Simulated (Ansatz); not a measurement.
The same path of GeH4O + H2 (8 atoms, charge 0, multiplicity 1) was run twice with different band settings. Lost on the way: Ge1–O2, H7–H8. Made: Ge1–H7, O2–H8.

Level of theory: RHF/def2-SVP (Ansatz).

Relaxed end points:

```xyz
8
Properties=species:S:1:pos:R:3
Ge -0.407 0.543 -0.247
O 0.037 -0.116 1.336
H -0.669 -0.315 1.932
H 0.914 0.791 -0.968
H -1.192 1.850 -0.061
H -1.272 -0.471 -1.008
H 1.861 -2.906 2.176
H 1.535 -2.262 1.978
```

```xyz
8
Properties=species:S:1:pos:R:3
Ge -0.280 -0.288 -0.614
O 0.913 -0.206 2.536
H 0.143 -0.111 3.076
H 1.020 0.514 -0.668
H -1.314 0.413 0.273
H -0.857 -0.402 -2.035
H -0.015 -1.705 -0.088
H 1.196 -1.099 2.659
```

Common settings: movable images 5; climbing image yes; spring 5.0 eV/Å²; optimiser quadratic models (default); force threshold 0.05 eV/Å; iteration limit 60; end points relaxed.

| run | start path |
| --- | --- |
| 1 | through a guess of the saddle point |
| 2 | straight line |

(1) What does each run give, and how far can it be trusted?

## Answers

(1) Run 1: converged after 28 iterations, highest image 2.588 eV above the first end. Neighbouring images differ by up to 2.6 eV, so the band resolves the path poorly. A vibrational analysis at the climbing image gives one clearly imaginary mode, 1709i cm⁻¹: a first-order saddle point.
Run 2: converged after 31 iterations, highest image 2.588 eV above the first end. Neighbouring images differ by up to 2.7 eV, so the band resolves the path poorly. Another band between the same ends (5 images) ends at a top of the same energy, where a vibrational analysis finds 1 clearly imaginary mode.
The orbitals stay closed-shell, which can raise the energy where a bond breaks towards radicals; this wasn't checked here.
